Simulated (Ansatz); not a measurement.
Cost and result for the atomization energy of C2H8FNOSi, SMILES `CO[Si](C)(N)F` (14 atoms, 13 bonds).

```xyz
14

C     0.344   -1.737    1.365
O    -0.478   -0.764    0.759
Si   -0.059    0.148   -0.523
C    -1.494    1.265   -0.836
N     1.464    0.869   -0.279
F     0.171   -0.766   -1.819
H     1.394   -1.428    1.372
H     0.010   -1.879    2.394
H     0.263   -2.691    0.837
H    -2.413    0.689   -0.967
H    -1.329    1.863   -1.735
H    -1.642    1.948    0.004
H     2.123    0.957   -1.034
H     1.646    1.523    0.463
```

Total charge 0; spin multiplicity 1. The structure was optimised at the PBE0-D4/def2-TZVP level. It is one conformer, not always the lowest. Program: Ansatz. All runs use 2 threads of an AMD EPYC 7R13 on a shared host and a share of an NVIDIA H100 80 GB. Times are those of one run each, without the atoms' runs, and a repeat can differ threefold. Electronic energies, without spin–orbit coupling; frozen cores. CCSD(T)/CBS adds CCSD(T) − MP2 in def2-TZVPP to the MP2 limit, and its time is that of the two runs behind it. T1 = 0.011. B3LYP takes the VWN-RPA correlation (the form of Gaussian; ORCA's B3LYP/G).

CCSD(T)/CBS is a level of theory with its own doubt, some kJ/mol a heavy atom from the limit and from the frozen cores, so smaller differences don't rank the functionals.

```tsv
level	functions	wall time	atomization (kJ/mol)	difference from CCSD(T)/CBS	per bond
PBE0-D4/def2-TZVPP	309	1.9 s	5484.4	-32.1	-2.5
ωB97X-V/def2-TZVPP	309	2.6 s	5518.6	2.1	0.2
B3LYP-D4/def2-TZVPP (with forces)	309	2.6 s	5502.8	-13.7	-1.1
r2SCAN-D4/def2-TZVPP (with forces)	309	2.8 s	5502.2	-14.3	-1.1
B2PLYP/def2-TZVPP	309	4 s	5450.3	-66.2	-5.1
PBE-D4/def2-TZVPP (with forces)	309	4.4 s	5578.7	62.2	4.8
MP2/def2-QZVPP	595	5.5 s	5549.1	32.6	2.5
ωB97M-V/def2-TZVPP (with forces)	309	6.5 s	5524.3	7.8	0.6
CCSD(T)/def2-TZVPP	309	8 s	5364.5	-152.0	-11.7
CCSD(T)/CBS(def2)	–	14 s	5516.5	0.0	0.0
```

From PBE to PBE0 (25 % exact exchange), in def2-TZVPP and without D4, the atomization energy moves by −89.9 kJ/mol: exact exchange takes away binding that semilocal exchange gives to molecules. The D4 term adds +45.5 kJ/mol with B3LYP and +24.1 kJ/mol with PBE0; it sums over pairs of atoms, weighted by their polarisabilities, and B3LYP, whose exchange is more repulsive, gets the larger term. In def2-TZVPP, CCSD(T) changes the Hartree–Fock value by +1339.8 kJ/mol (the triples alone add +71.3 kJ/mol) and MP2 by +1433.0 kJ/mol; breaking electron pairs costs correlation energy, which Hartree–Fock lacks.
